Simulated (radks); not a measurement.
Values are calculated unless marked as measured or tabulated.
Radial electron density D(r) = 4 pi r^2 rho(r) of an atom or ion with 6 electrons. Code: a radial shooting solver on a logarithmic mesh with Libxc functionals. Model: scalar-relativistic Kohn-Sham, PBEsol, spin-polarised, spherical densities, finite nucleus; Fermi nuclear charge, rms radius of each element as measured or else 0.836 A^(1/3) + 0.57 fm.

r (bohr)  D(r) (e/bohr)   spin D(r)
0.01279          0.5318   -0.000148
0.01562          0.7576   -0.000199
0.01923           1.083   -0.000254
0.02349           1.509   -0.000292
0.02892           2.096   -0.000262
0.03533           2.821  -0.0000535
0.04349           3.752    0.000607
0.05312           4.800     0.00217
0.06489           5.940     0.00559
0.07989           7.100      0.0130
0.09758           8.016      0.0272
0.1201            8.535      0.0552
0.1467            8.428       0.104
0.1807            7.603       0.191
0.2207            6.255       0.325
0.2695            4.712       0.525
0.3318            3.403       0.813
0.4053            2.816        1.15
0.499             2.966        1.53
0.6095            3.517        1.82
0.7504            3.940        1.92
0.9166            3.778        1.75
1.119             3.005        1.36
1.378             1.885       0.853
1.684            0.9369       0.433
2.073            0.3361       0.162
2.532           0.09014      0.0465
3.117           0.01518     0.00864
3.807          0.001692     0.00107

What is the nuclear charge?

Answer. Z = 8. The innermost maximum, from 1s, lies near gamma/Z bohr with gamma = sqrt(1 - (Z/c)^2) = 0.998, here 0.125 bohr (found: 0.129), and its height grows with Z. The density is that of the oxygen ion O2+ in [He] 2s2 2p2; the configuration itself is not fixed sharply by these data. D(r) has 2 maxima, at r = 0.129, 0.787 bohr, and minima at 0.429 bohr, inside which lie 2.17 electrons.
